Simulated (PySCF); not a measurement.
B(OH)2(SH), SMILES OB(S)O, singlet, B3LYP/def2-SVP optimised geometry.

```
7

B     -0.45     0.20     0.00
O     -1.24     1.31     0.00
H     -0.78     2.16     0.00
O      0.92     0.20     0.00
H      1.33     1.07     0.00
S     -1.33    -1.41     0.00
H     -0.20    -2.16     0.00
```

Density from PySCF with B3LYP/def2-TZVP at that geometry.

Minimum of the electron density along straight lines between bonded atoms, close to the bond critical point (lines longer than 1.1 times the sum of covalent radii, or with two minima, are not listed):

```
bond   length / Å  ρ at the minimum / e bohr⁻³  ∇²ρ there / e bohr⁻⁵  position (fraction from the first atom)
-----  ----------  ---------------------------  --------------------  ---------------------------------------
B1–O2       1.364                        0.210                  0.87                                     0.33
O2–H3       0.964                        0.356                 -2.38                                     0.80
B1–O4       1.367                        0.208                  0.86                                     0.33
O4–H5       0.965                        0.355                 -2.38                                     0.80
B1–S6       1.832                        0.156                 -0.37                                     0.32
S6–H7       1.351                        0.212                 -0.61                                     0.64
```
